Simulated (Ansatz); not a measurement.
Born–Oppenheimer molecular dynamics of CH$_{5}$ClOSn (9 atoms, charge 0, multiplicity 1). It starts from a relaxed structure.

Theory: RKS CAM-B3LYP/def2-SVP in Ansatz 0.2.0.

```yaml
ensemble: NVT, Langevin thermostat
time_step: 0.5 fs
steps_asked: 100
set_temperature: 300 K
friction: 0.001 /fs
seed: 546675
```

First frame:

```xyz
9
Properties=species:S:1:pos:R:3
Sn -0.002 -0.068 -0.136
Cl -0.151 0.036 2.219
H 1.623 0.168 -0.582
O -0.935 1.527 -0.826
H -1.762 1.732 -0.373
C -0.997 -1.860 -0.733
H -1.583 -2.239 0.114
H -1.665 -1.635 -1.575
H -0.265 -2.619 -1.039
```

Question: What does the run give?

Answer: All steps were run.

| Quantity | Value |
| --- | --- |
| steps done | 100 |
| time covered | 50 fs |
| mean temperature over the second half | 146 K |
| spread of the potential energy over the second half | 6.6 meV per atom |
| mean potential energy of the second half above the start | 18.2 meV per atom |

The mean temperature of the second half is 51 % below the set value. A run of 0.05 ps of so small a system gives no equilibrium averages.

Question: What happens to the structure?

Answer: The same pairs are bonded in the first frame and the last. Pairs count as bonded within 1.25 times the sum of covalent radii (0.12 Å more for H–H). Another seed would give other details.

Question: How do temperature and energy run in time?

Answer: 
```csv
time (fs),T (K),potential energy less start (eV)
0.0,267,0.000
1.5,198,0.088
3.0,209,0.072
4.5,226,0.061
6.0,151,0.160
7.5,155,0.150
9.0,172,0.123
10.5,113,0.199
12.0,141,0.160
13.5,125,0.190
15.0,84,0.234
16.5,130,0.178
18.0,135,0.180
19.5,114,0.211
21.0,207,0.101
22.5,173,0.136
24.0,160,0.152
25.5,233,0.061
27.0,203,0.098
28.5,176,0.133
30.0,228,0.069
31.5,188,0.121
33.0,166,0.141
34.5,198,0.104
36.0,129,0.172
37.5,136,0.163
39.0,131,0.169
40.5,79,0.242
42.0,112,0.203
43.5,132,0.177
45.0,61,0.260
46.5,116,0.197
48.0,124,0.202
49.5,72,0.262
```

The run took 4.7 min on 2 threads of Arm Neoverse V2 (shared host), peak memory 0.25 GiB.
